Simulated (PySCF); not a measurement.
Correlation energy of Br (bromine, neutral)

[Ar] 3d10 4s2 4p5, 2P determinant. All numbers are calculated (PySCF 2.14, no relativity, point nucleus, in pcseg-2 (6s5p3d1f, 43 functions)). Frozen: [Ar] 3d10; 7 electrons correlated.

MP2 pair energies summed by pair of shells (mhartree):

| pair | energy | share (%) |
| --- | --- | --- |
| 4p-4p | -81.01 | 61.0 |
| 4s-4p | -43.91 | 33.1 |
| 4s-4s | -7.86 | 5.9 |

Total MP2 correlation energy: -132.79 mhartree.

Same-spin part -30.33 and opposite-spin part -102.46 mhartree; SCS-MP2 scales them by 1/3 and 6/5 to -133.06 mhartree.

| level | correlation energy (mhartree) |
| --- | --- |
| CCSD | -152.53 |
| (T) | -4.45 |
| CCSD(T) | -156.98 |

Diagnostics: T1 = 0.0064, D1 = 0.0210, largest double amplitude 0.048.

Cost of the coupled-cluster step: 0.46 s of wall time on 1 thread of Neoverse-V1 (shared host), for 7 correlated electrons.

Iterations:

```
CC2 = 0
CCSD nocc = (np.int64(4), np.int64(3)), nmo = (29, 29)
frozen orbitals [[0, 1, 2, 3, 4, 5, 6, 7, 8, 9, 10, 11, 12, 13], [0, 1, 2, 3, 4, 5, 6, 7, 8, 9, 10, 11, 12, 13]]
max_cycle = 100
direct = 0
conv_tol = 1e-08
conv_tol_normt = 1e-06
diis_space = 8
diis_start_cycle = 0
Init t2, MP2 energy = -0.132791847176983
Init E_corr(UCCSD) = -0.132791847183109
cycle = 1  E_corr(UCCSD) = -0.148211236048786  dE = -0.0154193889  norm(t1,t2) = 0.0373614
cycle = 2  E_corr(UCCSD) = -0.151308999365593  dE = -0.00309776332  norm(t1,t2) = 0.0114564
cycle = 3  E_corr(UCCSD) = -0.152581180193365  dE = -0.00127218083  norm(t1,t2) = 0.00445571
cycle = 4  E_corr(UCCSD) = -0.152529346526655  dE = 5.18336667e-05  norm(t1,t2) = 0.000600168
cycle = 5  E_corr(UCCSD) = -0.152530148032572  dE = -8.01505917e-07  norm(t1,t2) = 0.000113899
cycle = 6  E_corr(UCCSD) = -0.1525306370029  dE = -4.88970328e-07  norm(t1,t2) = 2.80579e-05
cycle = 7  E_corr(UCCSD) = -0.152530559217393  dE = 7.77855068e-08  norm(t1,t2) = 7.02819e-06
cycle = 8  E_corr(UCCSD) = -0.15253055116659  dE = 8.05080302e-09  norm(t1,t2) = 1.8046e-06
cycle = 9  E_corr(UCCSD) = -0.15253054515582  dE = 6.01077044e-09  norm(t1,t2) = 3.31417e-07
UCCSD converged
E(UCCSD) = -2572.570124302419  E_corr = -0.1525305451558197
UCCSD(T) correction = -0.004448986130181
```
